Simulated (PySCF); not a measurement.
# One molecule, several mistakes: Al2BH4O

Calculated results; nothing here was measured. They come from PySCF 2.14.0, an open-source quantum chemistry program, on an isolated molecule that a program drew, which may never have been made. The molecule is Al2BH4O (charge 0, doublet), drawn as the SMILES string `[BH][O][AlH][AlH2]`.

Each row is a Hartree-Fock (HF) and frozen-core CCSD(T) single point in the cc-pV(D+d)Z basis, meant for a local HF minimum. Run 1 is clean. Each other run has one planted mistake out of seven kinds, and not every kind appears here: one electron removed, one electron added, multiplicity raised by two, geometry at a saddle point, minimal basis STO-3G, one bond length entered in bohr, all coordinates scaled. The reference is restricted for singlets and unrestricted otherwise, and also for a bond in bohr. Adding or removing an electron swaps singlet and doublet. Electrons count all cores. HOMO and LUMO are orbital energies over both spins, the gradient is its largest component, and the lowest frequency (negative if imaginary) is given only where the gradient is small. Bond lengths are over the 7 bonds as drawn. T1 is the CCSD diagnostic: over 0.02 (restricted) or 0.045 (unrestricted) a single reference is doubtful.

Geometry of the clean run:
```xyz
8
Al2BH4O, angstrom
B    -0.2913   -2.1990    0.8375
O    -1.1719   -1.2975    1.2309
Al   -2.4302   -0.2982    1.8140
Al   -3.8485    1.0221    0.0561
H     0.8825   -1.9634    0.6544
H    -2.5745   -0.2901    3.3892
H    -5.1674    0.4072   -0.5756
H    -3.4298    2.4752   -0.4237
```

```
run,electrons,basis functions,<S^2>,HOMO (eV),LUMO (eV),gradient (hartree/bohr),lowest frequency (cm^-1),mean bond (Å),longest bond (Å),T1,HF (hartree),CCSD(T) (hartree),mistake
1,43,94,0.754,-8.11,0.43,4.2e-06,51,1.6588,2.616,0.0197,-585.73402,-586.15731,no fault
2,43,94,0.754,-8.03,0.46,1.8e-02,-,1.6306,2.572,0.0194,-585.73195,-586.15379,all coordinates scaled
3,42,94,0.000,-13.34,-5.89,1.4e-01,-,1.6588,2.616,0.0228,-585.47635,-585.90295,?
4,43,94,1.589,-7.81,0.10,8.8e-03,-,1.8605,2.998,0.0533,-585.63977,-586.05291,?
```

**Which mistake was planted in run 3, and what did it cost?**

It counts 42 electrons, one fewer than the clean run, at the same geometry and basis. So the mistake is: one electron removed. Subtracting run 1 and multiplying by 627.51 kcal/mol a hartree, the energy moved by 161.7 kcal/mol in HF and 159.6 kcal/mol in CCSD(T).

**Which mistake was planted in run 4, and what did it cost?**

The mean bond changes by a factor of 1.122 and the longest by 1.146, so the molecule wasn't scaled as a whole. A length L in bohr read as angstrom grows by (1/0.5292 - 1) L = 0.890 L. The 7 bonds together grew by 7 x 0.2017 = 1.412 Å, which gives L = 1.587 Å. That is the length of one of the Al-H bonds, 1.587 Å in the clean geometry. So the mistake is: one bond length entered in bohr. Subtracting run 1 and multiplying by 627.51 kcal/mol a hartree, the energy moved by 59.1 kcal/mol in HF and 65.5 kcal/mol in CCSD(T).

Cautions from the logs. Run 3: T1 is over the limit, so its CCSD(T) energy is less reliable; run 4: T1 is over the limit, so its CCSD(T) energy is less reliable.
